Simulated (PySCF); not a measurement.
C₃H₈O₂Si.
Geometry (PBE0-D3(BJ)/def2-SVP, Å), atoms numbered from 1 in this order:
```xyz
14
C3H8O2Si angstrom
Si     2.3045    0.0755    0.4119
O      0.8054    0.1664   -0.3185
C     -0.3888    0.3403    0.3744
C     -1.1537   -0.9155    0.8226
O     -2.3255   -0.4864    0.1389
C     -1.6204    0.5726   -0.5024
H      3.3063    0.0344   -0.6850
H      2.5221    1.2731    1.2825
H      2.4201   -1.1532    1.2577
H     -0.2826    1.0905    1.1802
H     -1.3204   -1.0561    1.9043
H     -0.7210   -1.8403    0.3966
H     -1.4039    0.3653   -1.5664
H     -2.1372    1.5429   -0.4142
```

Method: PBE0-D3(BJ)/def2-SVP geometry optimisation, gas phase in PySCF 2.14.0.

Take the most abundant isotopes and a rigid rotor. The values belong to one conformer with, in the numbering `[SiH3:1][O:2][CH:3]1[CH2:4][O:5][CH2:6]1`, Si1–O2–C3–C4 -91°, O2–C3–C4–O5 -124°, C3–C4–O5–C6 10°, C4–O5–C6–C3 -10°, O2–C3–C6–O5 127°.

Task: Give the principal moments of inertia and the rotational constants in cm⁻¹.

Result: Ia = 55.23, Ib = 341.88, Ic = 372.63 u·Å²; 505379 MHz·u·Å²/I gives 9150, 1478 and 1356 MHz, that is A = 0.30521, B = 0.04931, C = 0.04524 cm⁻¹.

Task: Classify the top.

Result: A near-prolate asymmetric top: κ = (2 × 1478 − 9150 − 1356)/(9150 − 1356) = -0.97.

Task: What does the inertial defect say?

Result: Not planar: Δ = Ic − Ia − Ib = -24.48 u·Å². For a rigid frame Δ = −2 Σ m c², so Σ m c² = 12.24 u·Å² lies off the ab plane: 8.20 from hydrogen and 4.04 from heavier atoms. The atom farthest from that plane is 1.50 Å away.

Task: Give the other two planar moments, Paa and Pbb, and the rms extents of the mass along the axes.

Result: Paa = Σ m a² = (Ib + Ic − Ia)/2 = 329.63 and Pbb = Σ m b² = (Ia + Ic − Ib)/2 = 42.99 u·Å². With the mass M = 104.03 u, the rms extents √(P/M) along a, b and c are 1.78, 0.64, 0.34 Å.

Task: Predict some low-J microwave lines.

Result: The dipole components are |μa| = 1.57 D, |μb| = 0.14 D, |μc| = 1.04 D. Intensities carry the squares of the components, which stand as 1.00 : 0.01 : 0.44 (a : b : c). Some lines, for components of 0.1 D or more:

```json
{"type": "a", "branch": "Q", "J(Ka,Kc)": "3(1,2) ← 3(1,3)", "MHz": "732", "lower level (cm⁻¹)": "0.813"}
{"type": "a", "branch": "R", "J(Ka,Kc)": "2(1,1) ← 1(1,0)", "MHz": "5791", "lower level (cm⁻¹)": "0.355"}
{"type": "c", "branch": "Q", "J(Ka,Kc)": "1(1,1) ← 1(0,1)", "MHz": "7672", "lower level (cm⁻¹)": "0.095"}
{"type": "b", "branch": "Q", "J(Ka,Kc)": "1(1,0) ← 1(0,1)", "MHz": "7794", "lower level (cm⁻¹)": "0.095"}
{"type": "b", "branch": "Q", "J(Ka,Kc)": "3(1,2) ← 3(0,3)", "MHz": "8105", "lower level (cm⁻¹)": "0.567"}
{"type": "b", "branch": "R", "J(Ka,Kc)": "1(1,1) ← 0(0,0)", "MHz": "10506", "lower level (cm⁻¹)": "0.000"}
{"type": "b", "branch": "R", "J(Ka,Kc)": "3(1,3) ← 2(0,2)", "MHz": "15871", "lower level (cm⁻¹)": "0.284"}
{"type": "b", "branch": "R", "J(Ka,Kc)": "3(2,2) ← 2(1,1)", "MHz": "31518", "lower level (cm⁻¹)": "0.548"}
{"type": "b", "branch": "R", "J(Ka,Kc)": "3(2,1) ← 2(1,2)", "MHz": "31891", "lower level (cm⁻¹)": "0.535"}
{"type": "b", "branch": "R", "J(Ka,Kc)": "3(3,1) ← 2(2,0)", "MHz": "47166", "lower level (cm⁻¹)": "1.315"}
```

Stationary, but not proved a minimum. No vibrational averaging or centrifugal distortion is included, and the geometry carries the error of its method. A rigid rotor knows nothing of internal rotation, which can split or shift real lines.
